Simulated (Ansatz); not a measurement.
```yaml
crystal:
  periodic: [false, false, false]
  atoms:
    - {symbol: F, position_ang: [-0.869801, 1.546967, 0.579166]}
    - {symbol: C, position_ang: [0.096913, 0.559599, 0.735875]}
    - {symbol: Al, position_ang: [0.096562, -0.766410, -0.729164]}
    - {symbol: Br, position_ang: [-1.386534, -0.559293, -2.406856]}
    - {symbol: H, position_ang: [-0.070889, 0.069199, 1.704603]}
    - {symbol: H, position_ang: [1.076229, 1.051204, 0.815454]}
    - {symbol: H, position_ang: [1.118621, -1.969364, -0.744778]}
basis:
  gaussian: {orbitals: STO-3G}
hamiltonian: {xc: {name: r2SCAN50}}
scf: {max_iter: 3}
output: {forces: true}
```

```sh
$ ansatz run in.yaml --threads 2 --pin off --events-out ev --progress --plain --max-ram 4352MiB
```

Shortened log:

```
Error: invalid value for `basis.gaussian`: such a run doesn't read scf.max_iter; remove what it names
```

In this input the input holds a key that doesn't belong there. The input was rejected before any iteration.
